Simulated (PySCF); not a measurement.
## Ni (nickel, neutral) across methods

[Ar] 3d7 4s2 4p1, one real determinant (an excited configuration). Calculation: PySCF 2.14, in STO-3G (4s3p1d, 18 functions); no relativity, point nucleus.

| method | E (hartree) | mean ε 3d α (eV) | mean ε 4p α (eV) | mean ε 3d β (eV) | Σ⟨r²⟩ (bohr²) | ⟨S²⟩ |
| --- | --- | --- | --- | --- | --- | --- |
| M06 | -1491.147 | -4.289 | -2.150 | 0.046 | 38.21 | 6.000 |
| PBE0 | -1491.066 | -4.154 | -2.275 | -0.437 | 38.23 | 6.000 |
| PBE | -1490.918 | -0.231 | -1.303 | 3.164 | 38.25 | 6.000 |
| LDA | -1488.352 | -0.254 | -1.285 | 3.457 | 38.27 | 6.000 |
| HSE06 | -1491.082 | -3.673 | -1.882 | 0.031 | 38.23 | 6.000 |
| UHF | -1490.21840 | -14.408 | -4.482 | -9.534 | 38.18 | 6.000 |
| revPBE | -1491.101 | -0.202 | -1.282 | 3.176 | 38.25 | 6.000 |
| wB97M-V | -1491.342 | -6.417 | -3.762 | -3.055 | 38.23 | 6.000 |

(1) Estimate the same row for r2SCAN.

⟨L²⟩ = 13.95 against 20 for a pure G term, so this real determinant mixes terms.

The highest occupied level is positive at M06, PBE, r2SCAN, LDA, HSE06, revPBE: only the finite basis holds that electron, which in a density functional comes from self-interaction.

Answers

(1) E (hartree) = -1491.292; mean ε 3d α (eV) = -1.430; mean ε 4p α (eV) = -1.579; mean ε 3d β (eV) = 2.352; Σ⟨r²⟩ (bohr²) = 38.23; ⟨S²⟩ = 6.000.
